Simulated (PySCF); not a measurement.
PySCF 2.14 output of an unrestricted PBE calculation on a single atom or ion in dyall-acv3z (15s9p4d2f, 76 functions), with no relativity, point nucleus:

```
SCF conv_tol = 1e-09
number electrons alpha = 3  beta = 1
    J. P. Perdew, K. Burke, and M. Ernzerhof.,  Phys. Rev. Lett. 77, 3865 (1996)
    J. P. Perdew, K. Burke, and M. Ernzerhof.,  Phys. Rev. Lett. 78, 1396 (1997)
    J. P. Perdew, K. Burke, and M. Ernzerhof.,  Phys. Rev. Lett. 77, 3865 (1996)
    J. P. Perdew, K. Burke, and M. Ernzerhof.,  Phys. Rev. Lett. 78, 1396 (1997)
cycle= 1 E= -14.3441816138543  delta_E= -0.00206  |g|= 0.0088  |ddm|= 0.118
cycle= 2 E= -14.3441881299072  delta_E= -6.52e-06  |g|= 0.00138  |ddm|= 0.00356
cycle= 3 E= -14.3441883219625  delta_E= -1.92e-07  |g|= 3.98e-05  |ddm|= 0.000335
cycle= 4 E= -14.3441883224608  delta_E= -4.98e-10  |g|= 2.58e-06  |ddm|= 9.44e-05
converged SCF energy = -14.3441883224608  <S^2> = 2.0000006  2S+1 = 3.0000004
```

The run itself started from symmetry-adapted Hartree-Fock orbitals and held the occupation by maximum overlap, on a logarithmic radial grid, so the iterations belong to that start.

Task: Which element, charge and spin multiplicity is this?

Result: Be (beryllium, neutral), multiplicity 3; the state was [He] 2s1 3d1, high-spin 3D determinant (an excited configuration).

The outer electron is Rydberg-like, and this basis confines it to a smaller radius and binds it less than a complete one would. At PBE the highest occupied level has a positive energy, so only the finite basis holds that electron; for this excited configuration the basis is too tight for the outer shell.
